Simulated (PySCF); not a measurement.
Molecule: sum formula GeH3Te4, charge -1, multiplicity 1. It need not be the lowest isomer of its formula. Whether it binds its extra electron was not tested at this geometry. SMILES: [TeH][Ge]([TeH])([Te-])[TeH]
Geometry from a B3LYP-D3(BJ)/def2-TZVP (Ansatz) optimisation:
```
Ge
Te 1 2.4599
Te 1 2.6582 2 119.19
H 3 1.6668 1 93.69 2 -43.87
Te 1 2.6582 2 119.19 4 141.03
H 5 1.6668 1 93.69 2 -43.87
Te 1 2.6582 2 119.19 4 -98.97
H 7 1.6668 1 93.69 2 -43.87
```
Charge -1, spin multiplicity 1.

Dispersion corrections to the total energy (kcal/mol) from the dftd3 and dftd4 libraries through PySCF: D3(BJ) without and D4 with the three-body term, each with the damping fitted for the functional named.

| functional | D3(BJ) | D4 |
|---|---|---|
| BP86 | -23.42 | ___ |
| r2SCAN | -3.05 | -2.58 |
| TPSSh | -13.79 | ___ |
| BLYP | -24.68 | -23.54 |
| LC-wPBE | -13.24 | ___ |
| B2PLYP | -12.54 | -8.30 |
| BHLYP | -20.26 | -21.26 |

Question: Some entries are withheld; supply them.

Answer: 
- BP86, D4: -18.27
- TPSSh, D4: -14.21
- LC-wPBE, D4: -13.74
